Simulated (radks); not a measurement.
Values are calculated unless marked as measured or tabulated.
Species: Tl+. Configuration: [Hg].

Code: a radial shooting solver on a logarithmic mesh with Libxc functionals. Model: scalar-relativistic Kohn-Sham, PBE, spin-polarised, spherical densities, finite nucleus; Fermi nuclear charge, rms radius 5.4759 fm.

Energy parts (hartree):
part                       energy
total                 -20240.5032
kinetic                22782.7666
electron-nucleus      -50444.0267
Hartree                 7798.8323
exchange-correlation    -378.0755

Orbitals (lengths in bohr, moments of r in powers of bohr; r(max) is where P^2 peaks):
\begin{tabular}{lrrrr}
orbital & occ. & eigenvalue (hartree) & r(max) & <r^4> \\ \hline
1s & 2 & -3145.301 & 0.01004 & 3.759e-07 \\
2s & 2 & -560.2833 & 0.05815 & 0.00005452 \\
2p & 6 & -482.1173 & 0.04833 & 0.00004488 \\
3s & 2 & -133.9422 & 0.1639 & 0.001960 \\
3p & 6 & -111.4313 & 0.1638 & 0.002176 \\
3d & 10 & -88.05886 & 0.1334 & 0.001671 \\
4s & 2 & -30.10102 & 0.3689 & 0.04318 \\
4p & 6 & -22.71855 & 0.3890 & 0.05790 \\
4d & 10 & -14.05014 & 0.3954 & 0.07861 \\
5s & 2 & -5.07801 & 0.8080 & 1.076 \\
4f & 14 & -4.45840 & 0.3580 & 0.1373 \\
5p & 6 & -3.06484 & 0.9046 & 1.974 \\
5d & 10 & -0.83647 & 1.115 & 9.030 \\
6s & 2 & -0.59901 & 2.047 & 64.86 \\
\end{tabular}

The highest occupied level is 6s at -16.300 eV. Summed over all electrons, <r^2> = 52.04 bohr^2, which gives a Langevin (diamagnetic) susceptibility term of -41.2 x 10^-6 cm^3/mol. The electron density at the nucleus is 2.72e+06 e/bohr^3 (large components only).
